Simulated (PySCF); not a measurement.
Molecule: SMILES SC[n+]1ccoc1, [C4H6NOS]+.

Cartesian coordinates in Å; atom numbers follow the order of the lines, from 1:
```xyz
13

S     2.387    0.687   -0.745
C     1.383   -0.600    0.102
N    -0.024   -0.302   -0.028
C    -0.795    0.398    0.864
C    -2.021    0.513    0.290
O    -1.985   -0.091   -0.905
C    -0.791   -0.566   -1.075
H     2.458    1.540    0.277
H     1.655   -0.664    1.154
H     1.604   -1.540   -0.405
H    -0.431    0.745    1.811
H    -2.936    0.972    0.615
H    -0.508   -1.092   -1.971
```

Total charge +1.

Frames of a GFN2-xTB Langevin trajectory at 300 K; GIAO PBE0/pcSseg-1 shieldings in PySCF 2.14, gas phase, non-relativistic; equivalent atoms averaged within each frame.

Shifts are taken against calculated references (same method and geometry level): 33S (503.73 ppm) vs CS2; 13C (186.93 ppm) and 1H (31.72 ppm) vs TMS; 15N (267.73 ppm) against NH3; H2O for 17O (336.08 ppm). The references are static minima.

**Question.** How do the shifts (ppm) fluctuate along the trajectory?

**Answer.** 
```
         time (fs)   S1     C7     C5     C4    C2     N3     O6    H13   H11   H12
optimised geometry   48  158.6  153.6  130.8  49.6  250.1  336.5   8.96  7.89  8.57
               250  124  170.3  152.0  125.0  53.1  267.2  359.0   9.62  8.46  8.39
               425   -3  164.4  149.9  128.8  56.5  253.1  342.9   9.39  7.70  8.54
               625   -7  161.8  152.6  129.3  56.3  243.6  340.3   9.28  7.32  8.50
               800   98  164.8  151.6  129.2  52.0  258.0  370.1  10.10  7.67  8.30
              1000  -34  156.4  158.2  130.8  45.2  223.3  336.1   8.72  7.76  9.29
    mean of frames   35  163.6  152.9  128.6  52.6  249.0  349.7   9.42  7.78  8.60
standard deviation   71    5.1    3.1    2.2   4.6   16.7   14.4   0.51  0.41  0.40
```

5 frames give an uncertainty of the mean of about the standard deviation over 2.2 at best, since frames this close in time may not be independent; classical motion lacks zero-point vibration, and the reference would need the same averaging.
